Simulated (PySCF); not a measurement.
C3H5FOSi. Atoms are numbered in the order given.

```xyz
11

F      1.7523     0.0800    -1.1671
Si     0.8868     0.0026     0.2084
C     -0.3813     1.3475     0.3500
C     -1.5783     0.7401     0.2568
C     -1.5690    -0.7632     0.1163
O     -0.2344    -1.2355     0.1432
H      1.8900    -0.2120     1.2724
H     -0.2818     2.4302     0.4487
H     -2.5424     1.2624     0.2700
H     -2.0628    -1.0660    -0.8271
H     -2.1419    -1.2325     0.9382
```

Geometry optimised at B3LYP-D3(BJ)/def2-SVP. The structure was generated by enumeration; whether it is a known compound was not checked. One conformer was computed; it need not be the lowest.

These are PBE/pcSseg-1 run with PySCF values and carry that method's errors.

GIAO shieldings, no solvent; atoms listed in one row are averaged. δ = σ(ref) − σ: ¹⁹F against CFCl3 (σ = 133.6 ppm); ²⁹Si against TMS (σ = 335.4 ppm); ¹³C against TMS (σ = 182.0 ppm); ¹⁷O against H2O (σ = 334.3 ppm); ¹H against TMS (σ = 31.49 ppm), references at their B3LYP-D3(BJ)/def2-TZVP geometries, non-relativistic.

| nucleus | atoms | count | δ (ppm) |
|---|---|---|---|
| ¹⁹F | F1 | 1 | -154.5 |
| ²⁹Si | Si2 | 1 | 3.4 |
| ¹³C | C4 | 1 | 167.7 |
| ¹³C | C3 | 1 | 128.8 |
| ¹³C | C5 | 1 | 82.1 |
| ¹⁷O | O6 | 1 | 93.2 |
| ¹H | H9 | 1 | 7.78 |
| ¹H | H8 | 1 | 6.46 |
| ¹H | H7 | 1 | 5.88 |
| ¹H | H10 | 1 | 5.26 |
| ¹H | H11 | 1 | 5.11 |
